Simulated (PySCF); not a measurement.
**What builds the third ionisation energy along group 12**

All values are computed (PySCF 2.14, energy differences of UHF-based or UKS calculations, no spin-orbit coupling). Each column adds one step, in eV (sums use unrounded values): valence MP2, valence CCSD, valence triples, then the next inner shell at CCSD(T) (Zn 3s 3p, Cd 4s 4p, Hg 5s 5p). References (NIST) marked * lie between the lowest fine-structure levels; the others compare directly ((s) semi-empirical, (t) theoretical).

```tsv
element	UHF	+ MP2	+ CCSD	+ (T)	+ inner shell	sum	reference
Zn [Ar] 3d10 → [Ar] 3d9 (x2c-TZVPPall, spin-free X2C)	36.980	2.942	-0.637	0.104	0.113	39.501	39.723 *
Cd [Kr] 4d10 → [Kr] 4d9 (x2c-TZVPPall, spin-free X2C)	35.883	1.931	-0.323	0.069	-0.173	37.388	37.468 ± 0.006 *
Hg [Xe] 4f14 5d10 → [Xe] 4f14 5d9 (x2c-TZVPPall, spin-free X2C)	33.528	1.729	-0.272	0.068	-0.087	34.966	34.49 ± 0.05 *
```

What remains against the references is mostly basis incompleteness and, for starred values, spin-orbit coupling.

These are valence bases, so the inner-shell step is incomplete.
